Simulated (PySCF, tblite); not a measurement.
Isomers of C4H7FO3S, one GFN2-xTB conformer each. Single-point energies are computed at PBE0/pcSseg-1 (PySCF, gas phase, no added dispersion term), electronic only.

Task: Rank them by PBE0/pcSseg-1 energy, lowest first (kJ/mol).
A. `[O:1]=[S:2](=[O:3])([CH2:4][F:5])[O:6][CH:7]1[CH2:8][CH2:9]1` with O1–S2–C4–F5 -159°, O1–S2–O6–C7 37°, S2–O6–C7–C8 173°
B. `[CH2:1]=[CH:2][C@H:3]([F:4])[O:5][S:6]([CH3:7])(=[O:8])=[O:9]` with C1–C2–C3–F4 -5°, C2–C3–O5–S6 -164°, C3–O5–S6–C7 -86°
C. `[CH3:1][CH2:2][C@@:3]1([F:4])[CH2:5][O:6][S@@:7](=[O:8])[O:9]1` with C1–C2–C3–F4 -62°, C2–C3–C5–O6 145°, C3–C5–O6–S7 5°, C5–O6–S7–O8 -131°, O6–S7–O9–C3 34°
D. `[CH3:1][C@@H:2]1[O:3][S@@:4](=[O:5])[O:6][C@:7]1([CH3:8])[F:9]` with C1–C2–O3–S4 -119°, C2–O3–S4–O5 -132°, O3–S4–O6–C7 36°, S4–O6–C7–C8 -165°

Result: D (0.0), C (16.1), B (124.2), A (205.8).

As drawn, the highest has a three-membered ring, which the lowest lacks. GFN2-xTB itself gives, in the same order: 0.0, 13.2, 205.8, 228.3. Both levels put the same isomer lowest; measured from each level's own lowest isomer, the values differ by up to 81.6 kJ/mol (C=C[C@H](F)OS(C)(=O)=O: 205.8 against 124.2).

Task: Which frontier levels, dipoles and rotational constants go with these structures?

Result: 
```json
{"SMILES": "C[C@@H]1O[S@@](=O)O[C@]1(C)F", "HOMO (eV, PBE0/pcSseg-1)": "-8.09", "LUMO (eV)": "-0.60", "dipole (D)": "3.76", "A, B, C (MHz)": "2358, 1239, 1009"}
{"SMILES": "CC[C@@]1(F)CO[S@@](=O)O1", "HOMO (eV, PBE0/pcSseg-1)": "-8.15", "LUMO (eV)": "-0.68", "dipole (D)": "3.63", "A, B, C (MHz)": "3361, 916.7, 882.9"}
{"SMILES": "C=C[C@H](F)OS(C)(=O)=O", "HOMO (eV, PBE0/pcSseg-1)": "-8.44", "LUMO (eV)": "-0.50", "dipole (D)": "3.16", "A, B, C (MHz)": "3110, 868.5, 803.9"}
{"SMILES": "O=S(=O)(CF)OC1CC1", "HOMO (eV, PBE0/pcSseg-1)": "-8.55", "LUMO (eV)": "0.68", "dipole (D)": "4.25", "A, B, C (MHz)": "2162, 1162, 937.9"}
```

Task: What happens when harmonic zero-point energies from GFN2-xTB frequencies are added?

Result: 
```
                      SMILES  ZPE (kJ/mol)  electronic (kJ/mol)  with ZPE (kJ/mol)
C[C@@H]1O[S@@](=O)O[C@]1(C)F         298.2                  0.0                0.0
    CC[C@@]1(F)CO[S@@](=O)O1         300.3                 16.1               18.1
      C=C[C@H](F)OS(C)(=O)=O         291.3                124.2              117.3
           O=S(=O)(CF)OC1CC1         297.0                205.8              204.5
```

The zero-point energies span 9.0 kJ/mol. The order is unchanged.
